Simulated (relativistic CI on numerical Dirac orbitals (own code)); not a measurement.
# Hf⁵¹⁺: sensitivity of the levels to the model

Base calculation: Dirac-Coulomb-Breit CI, KLI orbitals optimised for each configuration, QED by a radiative potential, unscaled Slater integrals.

CI space (outside the closed core [Ne]): 3s²3p⁶3d³, 3s²3p⁵3d⁴, 3s3p⁶3d⁴, 3s²3p⁶3d²4s, 3s²3p⁶3d²4p, 3s²3p⁶3d²4d, 3s²3p⁵3d³4s, 3s²3p⁶3d²4f, 3s²3p⁵3d³4p, 3s3p⁶3d³4s, 3p⁶3d⁴4p, 3s3p⁶3d³4p, 3s²3p⁶3d4s4p, 3s²3p⁶3d²5s, 3s3p⁶3d³4d, 3s²3p⁶3d²5p, 3s²3p⁶3d4p4d, 3s²3p⁶3d²5f, 3s3p⁶3d²4s4p, 3p⁶3d⁵, 3p⁵3d⁶, 3p⁵3d⁵4s, 3p⁶3d⁴4s, 3p⁵3d⁴4s², 3s²3p⁶3d4s², 3s²3p⁶4s²4p, 3s²3p⁶4s²4d, 3s²3p⁶3d4p², 3s²3p⁶4s4p², 3s²3p⁶4p³, 3s²3p⁶4p²4d, 3s²3p⁵3d4s4p². Double excitations out of closed p, d and f shells are left out; levels of such configurations are missing from the list, as are those of other unlisted configurations, and high levels can miss mixing partners. These lack a partner that the ground configuration has and come out too high: 3s²3p⁵3d³4p.

Variants: (1) P86 correlation estimate; (2) QED terms removed; (3) only the first configuration. Shifts of the energy above 3s²3p⁶3d³ ⁴F3/2, in cm⁻¹, for the lowest level and the first level of each name with at least 55 % of one term (blank where a level changes its place among those of its configuration and J or its character, or is not in the variant):

```csv
Level,Base,Δ(1),Δ(2),Δ(3)
3s²3p⁶3d³ ⁴F3/2,0,0,0,0
3s²3p⁶3d³ ⁴F5/2,453930,0,-1364,-850
3s²3p⁶3d³ ⁴P1/2,549734,+1,-1339,+1328
3s²3p⁶3d³ ⁴F7/2,979936,-1,-2705,-1092
3s²3p⁶3d³ ²P1/2,1083884,+1,-2711,+1107
3s²3p⁶3d³ ²H11/2,1091996,-2,-2733,-2826
3s²3p⁶3d³ ²F7/2,1170870,+1,-2691,+1379
3s²3p⁶3d³ ²D3/2,1332907,+1,-2770,+1282
```

At this charge energies of transitions that change n are usually good to better than 1 %, and those within a shell (Δn = 0) to a few per cent.

Ionisation energy from the two ground configurations alone: base 4703.25 eV; P86 correlation estimate 4705.19 eV. The NIST ASD value (theoretical) is 4703 eV.

LS names give the leading component of a level, which can be under half, so a name can repeat, a term be missing and a line seem to break the LS rules.
